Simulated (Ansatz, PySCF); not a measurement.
The pair A = H2O (SMILES O) (first 3 atoms), B = CH3Br (SMILES CBr); geometry from B3LYP-D3(BJ)/def2-TZVP.
(charge 0, multiplicity 1):
```xyz
8

O      0.346     0.032    -0.114
H     -0.023     0.557     0.608
H     -0.321     0.053    -0.808
C      0.017    -1.461     2.858
Br    -0.868     0.275     3.120
H      0.881    -1.481     3.512
H      0.299    -1.512     1.812
H     -0.700    -2.228     3.125
```

MP2 and its Hartree–Fock in aug-cc-pVQZ are density fitted. Rows in 6-31G* carry no dispersion term and start afresh at each structure (6-31G* with six Cartesian d functions); the Pople sets are all-electron and without relativity.

Codes used: Ansatz (a program for electronic structure) with Gaussian orbitals; PySCF for 6-31G* rows. Each number belongs to the level named beside it.

Total energies (hartree), monomers frozen at their geometry in the pair:

| structure | HF/6-31G* | HF/aug-cc-pVDZ | HF/aug-cc-pVQZ |
|---|---|---|---|
| AB | -2687.7321790 | -2688.0491944 | -2688.1654703 |
| A in the pair's basis | -76.0118465 | -76.0411394 | -76.0654289 |
| B in the pair's basis | -2611.7177329 | -2612.0057787 | -2612.0978194 |
| A | -76.0101308 | -76.0409224 | -76.0653964 |
| B | -2611.7176747 | -2612.0054673 | -2612.0978114 |

Q: Work out the interaction energy without and with the counterpoise correction, and the superposition error, for each level.

A: 
E(AB) − E(A) − E(B), times 627.509 kcal/mol, with the monomers in their own basis and then in the pair's basis:
- HF/6-31G*: -2.74 uncorrected, -1.63 corrected; the monomers gain 1.11 kcal/mol from borrowed functions
- HF/aug-cc-pVDZ: -1.76 uncorrected, -1.43 corrected; the monomers gain 0.33 kcal/mol from borrowed functions
- HF/aug-cc-pVQZ: -1.42 uncorrected, -1.39 corrected; the monomers gain 0.03 kcal/mol from borrowed functions
